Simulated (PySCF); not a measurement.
## Fractional electron number in Fe⁺ (iron, charge +1)

The 4s alpha orbital of [Ar] 3d6 4s1 is emptied in steps (occupation f), with all orbitals relaxed, ending at [Ar] 3d6. Computed with PySCF 2.14 in def2-TZVP (6s4p4d1f, 45 functions), with no relativity, point nucleus. The exact energy is a straight line in f; departures are measured from the line between the end points of the same method.

```csv
f,UHF (eV)
1,0.000
0.75,0.020
0.5,0.026
0.25,0.019
0,0.000
```

Problem. For UHF, how does the orbital energy at f = 1 compare with the removal energy?

Solution. −ε = 15.228 eV against a total-energy difference of 15.119 eV. By Janak's theorem ε = ∂E/∂f, so the gap between them reflects the curvature. Along the path −ε is 15.171 (f = 0.75), 15.117 (f = 0.5), 15.067 (f = 0.25) eV.

Reference removal energy between the ground levels: 16.199 eV (measured; NIST Atomic Spectra Database, ionization energies). The calculation has no spin-orbit coupling. UHF lacks correlation.
